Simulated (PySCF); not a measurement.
C10H7N3, SMILES C1=CC2=CC=NC3N2C(=C1)C=CN=3.

Coordinates come from a B3LYP-D3(BJ)/def2-SVP optimisation.

Calculation: TDA-PBE/def2-SVP (PySCF 2.14.0).

Vertical excitations. Isolated molecule, no solvent. State labels are in the subgroup C2v.

```json
[
 {"state": "S1", "symmetry": "B2", "energy (eV)": "1.68", "λ (nm)": "736", "f": "0.002", "main pairs": "HOMO→LUMO 99 %"},
 {"state": "S2", "symmetry": "B1", "energy (eV)": "3.01", "λ (nm)": "413", "f": "0.000", "main pairs": "HOMO−1→LUMO 100 %"},
 {"state": "S3", "symmetry": "A2", "energy (eV)": "3.10", "λ (nm)": "400", "f": "0.000", "main pairs": "HOMO−2→LUMO 100 %"},
 {"state": "S4", "symmetry": "A1", "energy (eV)": "3.63", "λ (nm)": "342", "f": "0.101", "main pairs": "HOMO→LUMO+1 72 %, HOMO−3→LUMO 24 %"},
 {"state": "S5", "symmetry": "B2", "energy (eV)": "3.68", "λ (nm)": "337", "f": "0.131", "main pairs": "HOMO→LUMO+2 79 %, HOMO−4→LUMO 16 %"},
 {"state": "S6", "symmetry": "A2", "energy (eV)": "4.18", "λ (nm)": "297", "f": "0.000", "main pairs": "HOMO−1→LUMO+1 91 %"},
 {"state": "T1", "symmetry": "B2", "energy (eV)": "1.46", "λ (nm)": "849", "f": "0", "main pairs": "HOMO→LUMO 100 %"},
 {"state": "T2", "symmetry": "A1", "energy (eV)": "2.43", "λ (nm)": "511", "f": "0", "main pairs": "HOMO→LUMO+1 100 %"}
]
```
Triplets are in the Tamm–Dancoff approximation.
